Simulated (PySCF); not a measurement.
2-chlorobuta-1,3-diene (C₄H₅Cl), SMILES C=CC(=C)Cl. Atoms are numbered in the order given.

```xyz
10

C     -0.4405     2.0780     0.0000
C      0.6018     1.2364     0.0000
C      0.5413    -0.2254     0.0000
C      1.6233    -1.0189     0.0000
Cl    -1.0578    -0.9556     0.0000
H     -1.4680     1.7078     0.0000
H     -0.2865     3.1592     0.0000
H      1.6223     1.6345     0.0000
H      2.6199    -0.5711     0.0000
H      1.5402    -2.1060     0.0000
```
Charge 0, spin multiplicity 1.

The structure is a stationary point at B3LYP-D3(BJ)/def2-SVP. Other conformers were not sampled.

Two levels are set side by side: PBE/pcSseg-1 (PySCF) and KT2/pcSseg-1 (PySCF). GIAO shifts against HCl (³⁵Cl), TMS (¹H), TMS (¹³C) at the same level; non-relativistic, no solvent, atoms listed together averaged. Without spin–orbit terms, shifts of atoms bonded to Cl or Br come out too high at both levels. Differences are taken from unrounded values.

| quantity | KT2 |
|---|---|
| δ(¹³C) of C1 (ppm) | 118.6 |
| δ(¹³C) of C2 (ppm) | 134.3 |
| δ(¹³C) of C3 (ppm) | 147.2 |
| δ(¹³C) of C4 (ppm) | 115.3 |
| δ(³⁵Cl) of Cl5 (ppm) | 220.2 |
| δ(¹H) of H8 (ppm) | 6.49 |
| δ(¹H) of H9, H10 (ppm) | 5.62 |

Question: What does PBE give, and how far is it from KT2? (The exact figures need the calculation; the answer reports its results.)

Answer: 
```csv
quantity,PBE,PBE minus KT2
δ(¹³C) of C1 (ppm),126.9,8.3
δ(¹³C) of C2 (ppm),142.8,8.4
δ(¹³C) of C3 (ppm),156.1,8.9
δ(¹³C) of C4 (ppm),122.9,7.6
δ(³⁵Cl) of Cl5 (ppm),240.1,19.9
δ(¹H) of H8 (ppm),6.68,0.19
"δ(¹H) of H9, H10 (ppm)",5.77,0.14
```

Rough cost on one machine, each run with all the roots and properties that it gave: KT2 against PBE within a factor of 2.
